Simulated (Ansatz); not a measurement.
Species: SiS, charge 1, doublet. SiS+ (parent SMILES [Si]=S, doublet).
B3LYP-D3(BJ)/def2-TZVP minimum from Ansatz (a program for electronic structure):
```
Si
S 1 2.0827
```
Charge +1, spin multiplicity 2.

Total energies in aug-cc-pV(D+d)Z, 9 correlated electrons, 10 frozen orbitals. Radicals and triplets start from unrestricted determinants; spin-orbit coupling is neglected. Correlated methods leave the cores frozen. No relativity. The spin of SSi+ (parent SMILES [Si]=S, doublet) was assumed, and the state is the lowest solution found for it.

```json
[
 {"method": "HF", "program": "Ansatz", "energy (Eh)": "-686.15834", "minus CCSDT(Q) (mEh)": "214.31"},
 {"method": "MP2", "program": "Ansatz", "energy (Eh)": "-686.32789", "minus CCSDT(Q) (mEh)": "44.75"},
 {"method": "CCSD", "program": "Ansatz", "energy (Eh)": "-686.36178", "minus CCSDT(Q) (mEh)": "10.87"},
 {"method": "CCSD(T)", "program": "Ansatz", "energy (Eh)": "-686.37040", "minus CCSDT(Q) (mEh)": "2.25"},
 {"method": "CCSDT(Q)", "program": "Ansatz", "energy (Eh)": "-686.37265", "minus CCSDT(Q) (mEh)": "0.00"}
]
```

Rough core times of Ansatz's runs on a shared machine: CCSD(T) 30 s, CCSDT(Q) 80 s.
